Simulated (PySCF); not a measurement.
Distances in Å between the heavy atoms of a computed structure (PBE0-D3(BJ)/def2-SVP; lower triangle, same order across):
```
C1    0.00
C2    1.53  0.00
C3    2.51  1.53  0.00
C4    2.51  1.53  2.51  0.00
Si5   2.81  1.90  2.81  2.79  0.00
C6    3.42  3.06  3.43  4.38  1.84  0.00
C7    4.20  4.08  4.21  5.50  3.06  1.22  0.00
Ge8   5.73  5.83  5.74  7.30  4.96  3.13  1.90  0.00
```

Hydrogens: 3 on C1, 3 on C3, 3 on C4, 2 on Si5, 3 on Ge8.

Neutral, closed shell.

Problem. Read off the bonds between heavy atoms and their formal orders.

Solution. C1–C2 (single); C2–C3 (single); C2–C4 (single); C2–Si5 (single); Si5–C6 (single); C6–C7 (triple); C7–Ge8 (single).

Problem. Write the SMILES.

Solution. `CC(C)(C)[SiH2]C#[C][GeH3]`, C6H14GeSi. Among its features: alkyne, Si–H bond and C–Si bond.

Problem. Classify the heavy atoms.

Solution. C1/C3/C4: methyl carbon; C2: sp3 carbon bound to silicon; Si5: SiH2 silicon; C6: alkyne carbon; C7: alkyne carbon; Ge8: germanium bonded to C and 3 H.

Shape of the structure used: `[CH3:1][C:2]([CH3:3])([CH3:4])[SiH2:5][C:6]#[C:7][GeH3:8]`: C1–C2–Si5–C6 60°.
